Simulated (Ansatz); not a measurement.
Two structures of Si2H7Cl2O2F, closed shell, reached by relaxing down either side of one saddle point (PBE0-D4/def2-TZVP). Energies are electronic, without zero-point energy. Program: Ansatz 0.2.0. Basis: def2-TZVPP and def2-QZVPP. Cores are frozen in the correlated methods. Extrapolation: Hartree–Fock as exp(−7.88 √X), correlation as X^−2.97. First:

```
14
angstrom
Si -0.4517 -0.5000 -0.2734
Si -0.8556 -1.7550 1.6501
Cl -1.8961 -0.1973 -1.7175
Cl 0.4271 -2.3127 -1.2618
O 1.1370 0.2263 -0.7919
H 0.0464 2.6551 -0.4130
F -0.6742 0.9952 0.4592
H 1.4339 3.3424 -0.4941
O 0.8525 2.7262 -0.9474
H -1.6517 -1.0018 2.6564
H 0.4653 -2.0951 2.2459
H -1.5635 -3.0059 1.2827
H 1.5647 -0.3171 -1.4709
H 1.1659 1.2397 -0.9245
```

Second:

```
14
angstrom
Si -0.8414 -0.9658 -2.0688
Si 0.0864 -0.3356 2.4856
Cl -0.1464 -1.0825 -3.9687
Cl 0.4249 -2.0140 -0.8619
O -1.0452 0.5320 -1.5578
H 1.3541 1.3330 0.2667
F -2.2418 -1.6877 -2.0372
H 1.3426 0.2061 1.8872
O 1.1225 1.7626 -0.5644
H -0.0782 0.2835 3.8248
H 0.2183 -1.8052 2.6113
H -1.0563 0.0254 1.6142
H -0.2683 1.0407 -1.2382
H 1.1289 2.7074 -0.3929
```

Q: Which bonds change from the first to the second?

A: Si₂H₅Cl₂OF ([OH2][Si]([F])([SiH3])([Cl])[Cl]) + H₂O → SiHCl₂OF ([OH][Si]([F])([Cl])[Cl]) + SiH₄ + H₂O; bonds formed: Si2–H8, O9–H14; bonds broken: Si1–Si2, O5–H14, H8–O9.

Q: Give the saddle point's structure and its height above each. (Judge from chemistry; the value comes from the calculation.)

A: By the calculation: 1.467 eV above the first and 2.945 eV above the second (CCSD(T) at an estimated basis limit (MP2 extrapolated from triple and quadruple zeta, plus CCSD(T) − MP2 in triple zeta)).
Si1  (-0.501, -0.433, -0.918)
Si2  (-0.321, -0.723, 1.589)
Cl3  (-2.013, -1.409, -1.914)
Cl4  (0.803, -2.188, -0.859)
O5  (0.590, 0.467, -1.838)
H6  (0.383, 2.389, 0.438)
F7  (-1.420, 0.897, -0.586)
H8  (0.501, 0.668, 0.621)
O9  (1.063, 1.710, 0.317)
H10  (-0.811, 0.319, 2.540)
H11  (0.841, -1.441, 2.157)
H12  (-1.457, -1.655, 1.346)
H13  (1.273, -0.093, -2.222)
H14  (1.070, 1.493, -0.671)
(Å)

The search had been set up for a ligand exchange through a proton shuttle (forming Si1–F7, H6–O9, Si2–H8, breaking Si1–Si2, H6–F7, H8–O9); from that guess it ended on this step instead.

The T1 diagnostic stays at or below 0.012.

Labels in which every atom is bracketed show which atoms are joined, not bond orders.

For scale, one of the runs: CCSD(T)/def2-TZVPP, 359 basis functions, launched by `ansatz run in.yaml --threads 4 --pin off --events-out ev --progress --plain --max-ram 66560MiB --backend cuda --devices 0, --max-vram 37GiB`. Hardware: 4 CPU threads of an AMD EPYC 7R13 and a share of one NVIDIA H100, shared host. Wall time 26 s; peak host memory 0.87 GiB.
